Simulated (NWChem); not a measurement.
System: stibine (SbH₃); SMILES [SbH3]

NWChem printed, in part:

```
             Northwest Computational Chemistry Package (NWChem) 7.3.0
             --------------------------------------------------------

                             Geometry "geometry" -> ""
                             -------------------------

 Output coordinates in angstroms (scale by  1.889725989 to convert to a.u.)

  No.       Tag          Charge          X              Y              Z
 ---- ---------------- ---------- -------------- -------------- --------------
    1 Sb                  51.0000     0.00000000     0.00000000     0.03914700
    2 H                    1.0000    -0.34462200     1.37313400    -0.93106100
    3 H                    1.0000     1.36148000    -0.38811600    -0.93106100
    4 H                    1.0000    -1.01685800    -0.98501900    -0.93106100

 Effective nuclear repulsion energy (a.u.)      47.8220207127

 Summary of "ao basis" -> "ao basis" (spherical)
 ------------------------------------------------------------------------------
       Tag                 Description            Shells   Functions and Types
 ---------------- ------------------------------  ------  ---------------------
 Sb                         def2-svp                10       26   4s4p2d
 H                          def2-svp                 3        5   2s1p

            General Information
            -------------------
          SCF calculation type: DFT
          Wavefunction type:  closed shell.
          No. of atoms     :     4
          No. of electrons :    26
           Alpha electrons :    13
            Beta electrons :    13
          Charge           :     0
          Spin multiplicity:     1
          Use of symmetry is: off; symmetry adaption is: off
          Maximum number of iterations: 150
          AO basis - number of functions:    41
                     number of shells:    19
          Convergence on energy requested:  1.00D-06
          Convergence on density requested:  1.00D-05
          Convergence on gradient requested:  5.00D-04

              XC Information
              --------------
          PerdewBurkeErnzerhof Exchange Functional  1.000
            Perdew 1991 LDA Correlation Functional  1.000 local
           PerdewBurkeErnz. Correlation Functional  1.000 non-local

             Grid Information
             ----------------
          Grid used for XC integration:  medium
          Radial quadrature: Mura-Knowles
          Angular quadrature: Lebedev.
          Tag              B.-S. Rad. Rad. Pts. Rad. Cut. Ang. Pts.
          ---              ---------- --------- --------- ---------
          Sb                  1.45      123           7.0       590
          H                   0.35       45           8.0       434
          Grid pruning is: on
          Number of quadrature shells:   258
          Spatial weights used:  Erf1

      Superposition of Atomic Density Guess
      -------------------------------------

 Sum of atomic energies:        -279.11015138

      Non-variational initial energy
      ------------------------------

 Total energy =    -240.749999
 1-e energy   =    -464.418578
 2-e energy   =     201.746341
 HOMO         =      -0.285286
 LUMO         =       0.052234

   convergence    iter        energy       DeltaE   RMS-Dens  Diis-err
 ---------------- ----- ----------------- --------- --------- ---------
 d= 0,ls=0.0,diis     1   -241.9903072056 -2.64D+02  1.65D-02  6.82D-02
 d= 0,ls=0.0,diis     2   -242.0017595095 -1.15D-02  5.01D-03  8.12D-03
 d= 0,ls=0.0,diis     3   -242.0034134261 -1.65D-03  1.23D-03  1.59D-03
 d= 0,ls=0.0,diis     4   -242.0036382547 -2.25D-04  5.33D-05  7.19D-06
 d= 0,ls=0.0,diis     5   -242.0036387544 -5.00D-07  1.10D-05  8.21D-08
 d= 0,ls=0.0,diis     6   -242.0036387637 -9.33D-09  3.91D-06  1.30D-08

         Total DFT energy =     -242.003638763713
      One electron energy =     -465.292721909148
           Coulomb energy =      221.786754285288
    Exchange-Corr. energy =      -20.419909794839
 Nuclear repulsion energy =       21.922238654986

 Numeric. integr. density =       25.999989897644

                       DFT Final Molecular Orbital Analysis
                       ------------------------------------

 Vector   11  Occ=2.000000D+00  E=-3.037143D-01
              MO Center= -1.6D-01,  4.0D-01, -5.6D-01, r^2= 2.5D+00
   Bfn.  Coefficient  Atom+Function         Bfn.  Coefficient  Atom+Function
  ----- ------------  ---------------      ----- ------------  ---------------
    12      0.391015  1 Sb py                27      0.354039  2 H  s
    28      0.210016  2 H  s                 37     -0.197642  4 H  s
    15      0.193152  1 Sb py                32     -0.156397  3 H  s
     9     -0.149936  1 Sb py                 6     -0.121112  1 Sb py
    38     -0.117242  4 H  s                 33     -0.092775  3 H  s

 Vector   12  Occ=2.000000D+00  E=-3.037142D-01
              MO Center=  1.6D-01, -4.0D-01, -5.6D-01, r^2= 2.5D+00
   Bfn.  Coefficient  Atom+Function         Bfn.  Coefficient  Atom+Function
  ----- ------------  ---------------      ----- ------------  ---------------
    11      0.391015  1 Sb px                32      0.318513  3 H  s
    37     -0.294701  4 H  s                 14      0.193152  1 Sb px
    33      0.188942  3 H  s                 38     -0.174817  4 H  s
     8     -0.149936  1 Sb px                 5     -0.121112  1 Sb px
    20     -0.085404  1 Sb d  1              12      0.070643  1 Sb py

 Vector   13  Occ=2.000000D+00  E=-2.358951D-01
              MO Center= -4.0D-07,  1.1D-08,  1.6D-01, r^2= 2.7D+00
   Bfn.  Coefficient  Atom+Function         Bfn.  Coefficient  Atom+Function
  ----- ------------  ---------------      ----- ------------  ---------------
    13      0.444792  1 Sb pz                 3      0.401766  1 Sb s
    16      0.319439  1 Sb pz                 4      0.308954  1 Sb s
     1     -0.174860  1 Sb s                 10     -0.170502  1 Sb pz
    27     -0.167535  2 H  s                 32     -0.167534  3 H  s
    37     -0.167535  4 H  s                  7     -0.137254  1 Sb pz

 Vector   14  Occ=0.000000D+00  E=-2.747495D-02
              MO Center=  4.3D-02,  1.8D-02, -6.3D-02, r^2= 3.9D+00
   Bfn.  Coefficient  Atom+Function         Bfn.  Coefficient  Atom+Function
  ----- ------------  ---------------      ----- ------------  ---------------
    14      0.811180  1 Sb px                33     -0.794640  3 H  s
    28      0.638451  2 H  s                 15     -0.572674  1 Sb py
    11      0.320847  1 Sb px                32     -0.253190  3 H  s
    12     -0.226510  1 Sb py                27      0.203424  2 H  s
    38      0.156188  4 H  s                  8     -0.115981  1 Sb px

 Vector   15  Occ=0.000000D+00  E=-2.747489D-02
              MO Center= -4.3D-02, -1.8D-02, -6.3D-02, r^2= 3.9D+00
   Bfn.  Coefficient  Atom+Function         Bfn.  Coefficient  Atom+Function
  ----- ------------  ---------------      ----- ------------  ---------------
    38      0.827395  4 H  s                 15      0.811181  1 Sb py
    14      0.572674  1 Sb px                28     -0.548963  2 H  s
    12      0.320847  1 Sb py                33     -0.278436  3 H  s
    37      0.263626  4 H  s                 11      0.226510  1 Sb px
    27     -0.174911  2 H  s                  9     -0.115981  1 Sb py

 Vector   16  Occ=0.000000D+00  E= 2.218708D-02
              MO Center=  6.3D-07,  3.4D-07, -3.9D-01, r^2= 4.7D+00
   Bfn.  Coefficient  Atom+Function         Bfn.  Coefficient  Atom+Function
  ----- ------------  ---------------      ----- ------------  ---------------
    16      1.099599  1 Sb pz                 4     -0.996255  1 Sb s
    28      0.940908  2 H  s                 33      0.940909  3 H  s
    38      0.940911  4 H  s                  3     -0.795872  1 Sb s
    13      0.324408  1 Sb pz                 1      0.248172  1 Sb s
     2      0.201485  1 Sb s                 27      0.129469  2 H  s

     Multipole analysis of the density
     ---------------------------------

     L   x y z        total         alpha         beta         nuclear
     -   - - -        -----         -----         ----         -------
     0   0 0 0     -0.000000    -13.000000    -13.000000     26.000000

     1   1 0 0      0.000001      0.000000      0.000000     -0.000000
     1   0 1 0      0.000001      0.000001      0.000001     -0.000002
     1   0 0 1      0.071721      1.824299      1.824299     -3.576877

     2   2 0 0    -20.580040    -15.658030    -15.658030     10.736020
     2   1 1 0     -0.000002     -0.000001     -0.000001      0.000000
     2   1 0 1     -0.000000     -0.000000     -0.000000      0.000000
     2   0 2 0    -20.580041    -15.658033    -15.658033     10.736024
     2   0 1 1     -0.000000     -0.000002     -0.000002      0.000003
     2   0 0 2    -22.084687    -15.748776    -15.748776      9.412865

                                 NWChem DFT Module
                                 -----------------

            General Information
            -------------------
          SCF calculation type: DFT
          Wavefunction type:  spin polarized.
          No. of atoms     :     4
          No. of electrons :    25
           Alpha electrons :    13
            Beta electrons :    12
          Charge           :     1
          Spin multiplicity:     2
          Use of symmetry is: off; symmetry adaption is: off
          Maximum number of iterations: 150
          AO basis - number of functions:    41
                     number of shells:    19
          Convergence on energy requested:  1.00D-06
          Convergence on density requested:  1.00D-05
          Convergence on gradient requested:  5.00D-04

              XC Information
              --------------
          PerdewBurkeErnzerhof Exchange Functional  1.000
            Perdew 1991 LDA Correlation Functional  1.000 local
           PerdewBurkeErnz. Correlation Functional  1.000 non-local

[...]
```

Level: PBE/def2-SVP with def2 effective core potentials on Sb, vertical spin-unrestricted ions. Geometry: optimised at PBE0/def2-SVP. No frequency run checked for a minimum. def2 effective core potentials on Sb; no spin-orbit coupling.

### Question
Which NWChem input produces such a log?

### Answer
One answer among several that fit: the input that was run:
```
start job
memory heap 200 mb stack 900 mb global 1100 mb
geometry units angstroms noautosym nocenter noautoz
  Sb     0.000000     0.000000     0.039147
  H     -0.344622     1.373134    -0.931061
  H      1.361480    -0.388116    -0.931061
  H     -1.016858    -0.985019    -0.931061
end
basis spherical
  * library def2-svp
end
ecp
  Sb library def2-ecp
end
dft
  xc xpbe96 cpbe96
  iterations 150
  vectors input atomic output neutral.movecs
end
task dft energy
charge 1
dft
  odft
  mult 2
  vectors input atomic output cation.movecs
end
task dft energy
```
